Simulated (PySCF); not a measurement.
**How strongly Mo binds etchant and ambient atoms**

PBE0 in PySCF with def2-TZVPPD on every atom (core potentials on Mo), for the lowest determinant that a PBE0 search found; no spin–orbit coupling. D0 is De less the harmonic zero-point energy.

| X | state of MoX | D0(MoX) (eV) | D0(X₂) (eV) |
| --- | --- | --- | --- |
| H | sextet (σ ↑, π ↑↑, δ ↑↑) | 2.27 | 4.26 |
| Cl | sextet (σ ↑, π ↑↑, δ ↑↑) | 3.77 | 2.55 |
| Br | sextet (σ ↑, π ↑↑, δ ↑↑) | 3.34 | 2.25 |
| O | quintet (σ ↑, π ↑, δ ↑↑) | 5.05 | 5.28 |

Give the energy of Mo + X₂ → MoX + X at 0 K for each X.

H: 4.26 − 2.27 = +1.99 eV; Cl: 2.55 − 3.77 = -1.22 eV; Br: 2.25 − 3.34 = -1.09 eV; O: 5.28 − 5.05 = +0.23 eV (PBE0/def2-TZVPPD; negative means exothermic).

Does an atom of O displace H from MoH?

MoH + O → MoO + H has ΔE = 2.27 − 5.05 = -2.78 eV at PBE0/def2-TZVPPD, so it is downhill.

Gas-phase diatomics only hint at surface chemistry, where an atom holds several bonds.

The metal atom is held in its measured ground configuration; semilocal functionals can put another filling of s and d lower by some tenths of an eV, and De to that atom would be smaller. Spin–orbit coupling is left out, which matters for elements this heavy, above all for dissociation energies. States were picked by a PBE0 search and need not be the measured ground states. With d or f electrons several states lie close, and the lowest PBE0 determinant need not be the measured ground state.
